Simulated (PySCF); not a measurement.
# Vibration and rotation of WBr⁺

BHandHLYP constants of WBr⁺, ⁵Π (quintet), unpaired electrons σ ↑, π ↑, δ ↑↑ (W def2-TZVPPD with ECP60, Br def2-TZVPPD; scalar-relativistic core potentials (PySCF 2.14); masses 183.9509 and 78.9183 u):

* ωe: 315.8 cm⁻¹
* ωexe: 0.595 cm⁻¹
* Be: 0.056827 cm⁻¹
* αe: 0.000142 cm⁻¹
* D (centrifugal): 7.36e-09 cm⁻¹

**Question.** Give the vibrational terms G(v) and spacings up to v = 6.

**Answer.** G(v) = ωe(v+½) − ωexe(v+½)².

| v | G(v) (cm⁻¹) | G(v) − G(v−1) | Bv (cm⁻¹) |
| --- | --- | --- | --- |
| 0 | 157.8 |  | 0.05676 |
| 1 | 472.4 | 314.6 | 0.05661 |
| 2 | 785.8 | 313.4 | 0.05647 |
| 3 | 1098.0 | 312.2 | 0.05633 |
| 4 | 1409.1 | 311.0 | 0.05619 |
| 5 | 1718.9 | 309.8 | 0.05605 |
| 6 | 2027.6 | 308.7 | 0.05590 |

De is left out where the level can put another filling of the metal’s s and d shells below the measured ground configuration, by anything from nothing to about 1 eV. Spin–orbit coupling is left out, which matters for elements this heavy, above all for dissociation energies. With d or f electrons several states lie close, and the lowest PBE0 determinant need not be the measured ground state.
